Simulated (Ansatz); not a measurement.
`C[NH2+][In-]([Cl])([Cl])[Cl]`. Total charge 0; spin multiplicity 1. In takes the def2 core potential. The geometry is a stationary point of PBE0-D4/def2-TZVP. It is one conformer, not always the lowest.

```xyz
11

C    -1.367    0.546   -0.153
N    -0.449   -0.603   -0.233
In    1.696   -0.096    0.325
Cl    2.099    1.528   -1.297
Cl    2.642   -2.202    0.025
Cl    1.321    0.636    2.506
H    -2.387    0.270   -0.426
H    -1.009    1.327   -0.823
H    -1.355    0.934    0.866
H    -0.437   -0.989   -1.172
H    -0.755   -1.351    0.383
```

Task: What is the dipole moment at r2SCAN/def2-TZVPP? (An estimate is asked.)

Result: Ansatz gave: 6.24 D, with components (-5.96, -1.11, -1.48) D in this frame, pointing from negative to positive charge.

Task: And with PBE, B3LYP, ωB97M-V? (Estimate.)

Result: Computed: PBE 6.13 D, B3LYP 6.20 D, ωB97M-V 6.19 D.

Task: Give the Mulliken charges with r2SCAN, B3LYP, ωB97M-V in def2-TZVPP. (Estimate.)

Result: Computed: 
```csv
atom,r2SCAN,B3LYP,ωB97M-V
C1,-0.09,-0.21,-0.25
N2,-0.24,-0.25,-0.26
In3,0.90,0.91,0.81
Cl4,-0.40,-0.40,-0.36
Cl5,-0.40,-0.39,-0.36
Cl6,-0.40,-0.40,-0.36
H7,0.08,0.12,0.14
H8,0.10,0.13,0.15
H9,0.10,0.13,0.15
H10,0.18,0.17,0.17
H11,0.18,0.17,0.17
```

B3LYP here is the variant with VWN-RPA as its local correlation; programs differ in this.
